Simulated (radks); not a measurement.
The numbers below are computed, except where a source is named.
Spherical jellium clusters: N electrons in a uniform positive sphere of charge N and radius rs N^(1/3), rs = 5.87 bohr. Level of theory: non-relativistic Kohn-Sham, LDA (Slater exchange, Perdew-Wang correlation), spin-polarised, spherical densities (a radial shooting solver with Libxc functionals). Levels are named by radial order and angular momentum (1s, 1p, 1d, 2s, ...), and open shells are averaged over m.

N = 24, configuration 1s2 1p6 1d10 2s2 1f(up 4, down 0). This is the lowest configuration that the search found. Occupied and some empty levels:

| level | occupation | eigenvalue (eV) | <r> (bohr) |
|---|---|---|---|
| 1s up | 1 | -3.3275 | 11.04 |
| 1s down | 1 | -3.2273 | 10.55 |
| 1p up | 3 | -3.0417 | 12.42 |
| 1p down | 3 | -2.9123 | 12.23 |
| 1d up | 5 | -2.6401 | 13.37 |
| 1d down | 5 | -2.4969 | 13.31 |
| 2s up | 1 | -2.2937 | 9.839 |
| 2s down | 1 | -2.2382 | 10.11 |
| 1f up | 4 | -2.1408 | 14.15 |
| 1f down | 0 | -1.9927 | 14.18 |
| 2p up | 0 | -1.6561 | 11.80 |
| 2p down | 0 | -1.5937 | 11.87 |
| 1g up | 0 | -1.5592 | 14.89 |
| 1g down | 0 | -1.4129 | 14.98 |
| 2d up | 0 | -1.0251 | 13.90 |
| 2d down | 0 | -0.95454 | 13.98 |

Energy (eV): total -42.2671, kinetic 21.287, external -1108.5, Hartree 553.68, exchange-correlation -64.168, background 555.41.

Electron density:

| r (bohr) | n(r) (e/bohr^3) |
|---|---|
| 1.19 | 0.001704 |
| 3.19 | 0.001448 |
| 5.18 | 0.001147 |
| 7.17 | 0.001034 |
| 9.16 | 0.001186 |
| 11.2 | 0.001418 |
| 13.2 | 0.001367 |
| 15.1 | 0.0008815 |
| 17.1 | 0.0003431 |
| 19.1 | 0.00008873 |
| 21.1 | 0.00001824 |
| 23.1 | 3.285e-06 |
| 25.1 | 5.608e-07 |
